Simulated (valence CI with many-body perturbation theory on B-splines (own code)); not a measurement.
E1 line list for Ce LII

Computed by valence CI with perturbative core correlation (CI+MBPT): five valence electrons over a frozen Dirac-Fock core [He], radial functions for each j: 11 s, 11 p, 10 d, 8 f, 5 g, 2 h, with the one-electron correlation potential Σ1, the two-electron term Σ2, the three-electron term Σ3, Breit, model QED; selected CI, second order for the rest, scaled by the run's own slope (own B-spline code, finite nucleus).

The last digits are not significant, and no measured levels were compared; by estimate large intervals hold to a few tenths of a per cent, small ones and those within an open d or f shell to about a per cent. Among the levels kept, up to 7000 cm⁻¹ of a level comes from second order outside the variational space, and about a tenth of that is noise between levels of different J, which matters for small intervals.

Lines 51 to 100 of 600 in falling wavelength, among levels below 516.75 Ry, chosen from the strongest by gf and those to the six lowest levels. Wavelengths and rates use the calculated energies. Electric multipoles are in the length gauge, E1 and E2 with the static RPA response of the core. Weak lines are less certain than strong ones. Lines between different terms over intervals too small for the method are left out, as are lines whose strength nearly cancels. Where a level lies close to another of its J and parity, the split of strength between their lines is uncertain. The highest levels of a list are the least certain.

Levels are named by their leading jj configuration (3d3/2^4 stands for four electrons in 3d with j = 3/2), which in mixed levels can hold well under half, so a name can repeat and another be missing. Letters in brackets count levels of one name in rising energy.

| λ vac (nm) | Upper | Lower | A (s⁻¹) | S (a.u.) |
| --- | --- | --- | --- | --- |
| 8.794 | (2s 2p1/2 2p3/2^2 3d5/2) J=5/2 [a] | (2s 2p1/2 2p3/2^2 3p3/2) J=5/2 [a] | 1.22e+10 | 2.46e-02 |
| 8.577 | (2s^2 2p1/2 2p3/2 3d5/2) J=3/2 [b] | (2s^2 2p1/2 2p3/2 3p3/2) J=3/2 [a] | 1.76e+10 | 2.19e-02 |
| 8.306 | (2s^2 2p3/2^2 3d5/2) J=5/2 [a] | (2s^2 2p3/2^2 3p3/2) J=5/2 | 1.15e+10 | 1.95e-02 |
| 6.766 | (2s 2p1/2^2 2p3/2 3p3/2) J=3/2 [a] | (2s^2 2p1/2 2p3/2 3p3/2) J=3/2 [b] | 4.12e+10 | 2.52e-02 |
| 6.720 | (2s 2p1/2^2 2p3/2 3d3/2) J=7/2 | (2s^2 2p1/2 2p3/2 3d3/2) J=5/2 [b] | 2.10e+10 | 2.51e-02 |
| 6.696 | (2p1/2^2 2p3/2^2 3p3/2) J=5/2 | (2p1/2^2 2p3/2^2 3s) J=3/2 | 3.91e+10 | 3.48e-02 |
| 6.666 | (2p1/2^2 2p3/2^2 3p3/2) J=1/2 | (2p1/2^2 2p3/2^2 3s) J=3/2 | 6.12e+10 | 1.79e-02 |
| 6.663 | (2s 2p1/2 2p3/2^2 3d3/2) J=9/2 | (2s^2 2p3/2^2 3d3/2) J=7/2 | 2.34e+10 | 3.41e-02 |
| 6.563 | (2s 2p1/2 2p3/2^2 3p3/2) J=7/2 [b] | (2s 2p1/2 2p3/2^2 3s) J=5/2 [b] | 6.47e+10 | 7.22e-02 |
| 6.481 | (2s 2p1/2 2p3/2^2 3p3/2) J=9/2 | (2s^2 2p3/2^2 3p3/2) J=7/2 | 9.01e+10 | 1.21e-01 |
| 6.454 | (2s 2p1/2 2p3/2^2 3p3/2) J=5/2 [a] | (2s 2p1/2 2p3/2^2 3s) J=3/2 [a] | 5.59e+10 | 4.45e-02 |
| 6.438 | (2s 2p1/2 2p3/2^2 3p3/2) J=7/2 [b] | (2s^2 2p3/2^2 3p3/2) J=7/2 | 1.54e+10 | 1.63e-02 |
| 6.435 | (2s 2p1/2 2p3/2^2 3p3/2) J=1/2 [c] | (2s 2p1/2 2p3/2^2 3s) J=1/2 [c] | 7.96e+10 | 2.09e-02 |
| 6.362 | (2s 2p1/2 2p3/2^2 3d3/2) J=7/2 [b] | (2s 2p1/2 2p3/2^2 3p1/2) J=5/2 [c] | 3.80e+10 | 3.86e-02 |
| 6.339 | (2s 2p1/2 2p3/2^2 3p3/2) J=5/2 [c] | (2s 2p1/2 2p3/2^2 3s) J=3/2 [b] | 7.27e+10 | 5.49e-02 |
| 6.329 | (2s^2 2p3/2^2 3p3/2) J=5/2 | (2s^2 2p3/2^2 3s) J=3/2 | 2.85e+10 | 2.14e-02 |
| 6.327 | (2s 2p1/2 2p3/2^2 3p3/2) J=3/2 [b] | (2s 2p1/2 2p3/2^2 3s) J=5/2 [b] | 7.92e+10 | 3.96e-02 |
| 6.318 | (2s 2p1/2^2 2p3/2 3s) J=5/2 | (2s^2 2p1/2 2p3/2 3s) J=3/2 [a] | 3.18e+10 | 2.38e-02 |
| 6.308 | (2s 2p1/2^2 2p3/2 3p3/2) J=5/2 [a] | (2s^2 2p1/2 2p3/2 3p3/2) J=3/2 [b] | 6.14e+10 | 4.57e-02 |
| 6.296 | (2p1/2^2 2p3/2^2 3p3/2) J=7/2 | (2p1/2^2 2p3/2^2 3s) J=5/2 | 1.62e+11 | 1.59e-01 |
| 6.282 | (2p1/2^2 2p3/2^2 3p3/2) J=5/2 | (2p1/2^2 2p3/2^2 3s) J=5/2 | 6.82e+10 | 5.01e-02 |
| 6.271 | (2s^2 2p1/2 2p3/2 3p3/2) J=3/2 [a] | (2s^2 2p1/2 2p3/2 3s) J=3/2 [b] | 5.39e+10 | 2.63e-02 |
| 6.218 | (2s 2p1/2^2 2p3/2 3p3/2) J=7/2 | (2s^2 2p1/2 2p3/2 3p3/2) J=5/2 [a] | 1.14e+11 | 1.08e-01 |
| 6.212 | (2s 2p1/2 2p3/2^2 3d5/2) J=7/2 [b] | (2s 2p1/2 2p3/2^2 3p1/2) J=5/2 [d] | 2.40e+10 | 2.27e-02 |
| 6.210 | (2s 2p1/2 2p3/2^2 3p3/2) J=3/2 [e] | (2s 2p1/2 2p3/2^2 3s) J=1/2 [c] | 4.95e+10 | 2.34e-02 |
| 6.195 | (2s 2p1/2 2p3/2^2 3d3/2) J=3/2 [b] | (2s 2p1/2 2p3/2^2 3p1/2) J=5/2 [c] | 4.37e+10 | 2.05e-02 |
| 6.190 | (2s^2 2p3/2^2 3s) J=5/2 | (2s 2p1/2^2 2p3/2 3s) J=3/2 [b] | 2.19e+10 | 1.54e-02 |
| 6.188 | (2s^2 2p3/2^2 3p3/2) J=1/2 | (2s^2 2p3/2^2 3s) J=3/2 | 1.21e+11 | 2.84e-02 |
| 6.179 | (2s 2p1/2 2p3/2^2 3d3/2) J=5/2 [b] | (2s 2p1/2 2p3/2^2 3p1/2) J=5/2 [b] | 4.51e+10 | 3.15e-02 |
| 6.165 | (2s^2 2p1/2 2p3/2 3d3/2) J=5/2 [b] | (2s^2 2p1/2 2p3/2 3p1/2) J=3/2 [b] | 5.62e+10 | 3.90e-02 |
| 6.149 | (2s 2p1/2 2p3/2^2 3p3/2) J=1/2 [a] | (2s 2p1/2 2p3/2^2 3s) J=3/2 [a] | 1.16e+11 | 2.67e-02 |
| 6.127 | (2s 2p1/2 2p3/2^2 3p3/2) J=7/2 [c] | (2s 2p1/2 2p3/2^2 3s) J=5/2 [c] | 1.52e+11 | 1.38e-01 |
| 6.107 | (2s^2 2p1/2 2p3/2 3d3/2) J=3/2 [b] | (2s^2 2p1/2 2p3/2 3p1/2) J=3/2 [b] | 5.59e+10 | 2.51e-02 |
| 6.098 | (2s 2p1/2 2p3/2^2 3p3/2) J=5/2 [d] | (2s 2p1/2 2p3/2^2 3s) J=3/2 [d] | 3.58e+10 | 2.41e-02 |
| 6.090 | (2p1/2^2 2p3/2^2 3p3/2) J=5/2 | (2s 2p1/2 2p3/2^2 3p3/2) J=3/2 [f] | 3.12e+10 | 2.09e-02 |
| 6.065 | (2s^2 2p3/2^2 3p3/2) J=5/2 | (2s^2 2p3/2^2 3s) J=5/2 | 4.69e+10 | 3.10e-02 |
| 6.065 | (2p1/2^2 2p3/2^2 3p3/2) J=1/2 | (2s 2p1/2 2p3/2^2 3p3/2) J=3/2 [f] | 8.38e+10 | 1.85e-02 |
| 6.033 | (2s 2p1/2 2p3/2^2 3p3/2) J=1/2 [b] | (2s 2p1/2 2p3/2^2 3s) J=1/2 [b] | 7.74e+10 | 1.68e-02 |
| 6.027 | (2s^2 2p3/2^2 3p3/2) J=3/2 [b] | (2s^2 2p3/2^2 3s) J=1/2 | 5.28e+10 | 2.28e-02 |
| 6.026 | (2s 2p1/2^2 2p3/2 3p3/2) J=5/2 [b] | (2s 2p1/2^2 2p3/2 3s) J=3/2 [b] | 1.32e+11 | 8.56e-02 |
| 6.023 | (2s^2 2p1/2 2p3/2 3p3/2) J=1/2 [a] | (2s^2 2p1/2 2p3/2 3s) J=1/2 | 9.12e+10 | 1.97e-02 |
| 6.000 | (2s 2p1/2 2p3/2^2 3d3/2) J=5/2 [a] | (2s 2p1/2 2p3/2^2 3p1/2) J=5/2 [a] | 5.47e+10 | 3.50e-02 |
| 5.992 | (2s 2p1/2^2 2p3/2 3d3/2) J=5/2 [a] | (2s^2 2p1/2 2p3/2 3d3/2) J=3/2 [a] | 3.38e+10 | 2.15e-02 |
| 5.976 | (2s 2p1/2 2p3/2^2 3p3/2) J=3/2 [d] | (2s 2p1/2 2p3/2^2 3s) J=3/2 [b] | 5.18e+10 | 2.18e-02 |
| 5.973 | (2s 2p1/2 2p3/2^2 3p3/2) J=5/2 [d] | (2s 2p1/2 2p3/2^2 3s) J=5/2 [c] | 3.12e+10 | 1.97e-02 |
| 5.960 | (2s 2p1/2 2p3/2^2 3d3/2) J=3/2 [g] | (2s 2p1/2 2p3/2^2 3p1/2) J=3/2 [e] | 5.51e+10 | 2.30e-02 |
| 5.958 | (2s 2p1/2 2p3/2^2 3p3/2) J=5/2 [d] | (2s 2p1/2 2p3/2^2 3s) J=3/2 [c] | 9.86e+10 | 6.18e-02 |
| 5.955 | (2s 2p1/2 2p3/2^2 3p1/2) J=5/2 [b] | (2s^2 2p3/2^2 3p1/2) J=5/2 | 3.18e+10 | 1.99e-02 |
| 5.945 | (2s 2p1/2^2 2p3/2 3p3/2) J=3/2 [a] | (2s 2p1/2^2 2p3/2 3s) J=3/2 [a] | 7.85e+10 | 3.26e-02 |
| 5.926 | (2s 2p1/2 2p3/2^2 3p3/2) J=3/2 [d] | (2s 2p1/2 2p3/2^2 3s) J=1/2 [b] | 6.82e+10 | 2.80e-02 |
